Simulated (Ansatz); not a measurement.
`[F][SnH]([F])[O][SiH3]` → `[OH][SnH]([F])[F]` + `[SiH2]` at 600 K and 1 bar (silylene loss).

Computed with Ansatz on PBE0-D4/def2-TZVP structures; ΔE is electronic, products minus reactants. CBS: MP2 limit from def2 TZ/QZ plus the TZ coupled-cluster correction, frozen cores. This one scheme is used for every species. def2 core potentials past Kr. For Sn outer-core shells are correlated without core-valence functions, which leaves a few kJ/mol of doubt a bond. Each species was taken in one conformer, which may not be the lowest.

| species | CCSD(T)/CBS energy (Eh) | H − E (kJ/mol) | S (J/(mol·K)) |
| --- | --- | --- | --- |
| `[F][SnH]([F])[O][SiH3]` | -780.38706 | 172.4 | 500.3 |
| `[OH][SnH]([F])[F]` | -490.06891 | 111.7 | 402.8 |
| `[SiH2]` | -290.19011 | 52.1 | 233.9 |

H − E and S are ideal-gas, rigid-rotor, harmonic terms from PBE0-D4/def2-TZVP, for one conformer and one mirror image of each species. 1 Eh = 2625.50 kJ/mol, R = 8.31446 J/(mol·K).

**Question.** By hand: ΔE, ΔH, ΔS and ΔG.

**Answer.** ΔE = (-490.06891) + (-290.19011) − (-780.38706) = 0.12804 Eh = 336.2 kJ/mol. Δ(H − E) = 111.7 + 52.1 − 172.4 = -8.6, so ΔH = 327.6 kJ/mol. ΔS = 402.8 + 233.9 − 500.3 = 136.4 J/(mol·K). ΔG = 327.6 − 600 × (136.4)/1000 = 245.8 kJ/mol.

**Question.** By hand: the equilibrium constant, and the temperature at which ΔG would vanish if ΔH and ΔS stayed fixed.

**Answer.** log₁₀ K = −ΔG/(RT ln 10) = -21.4. ΔG = 0 at ΔH/ΔS = 2402 K.

The number of gas molecules changes by +1, which sets the sign of ΔS. A doubt of 5 kJ/mol in ΔE shifts log₁₀ K by 0.4 here. Other conformers and mirror images would add mixing entropy, several J/(mol·K) or more a flexible species. Modes under 60 cm⁻¹, often nearly free rotors, make the harmonic entropy too high. These are equilibria of isolated gas molecules and say nothing of rates. Largest T1 diagnostic: 0.015 (customary marks: 0.02 for closed shells, 0.045 for open ones).
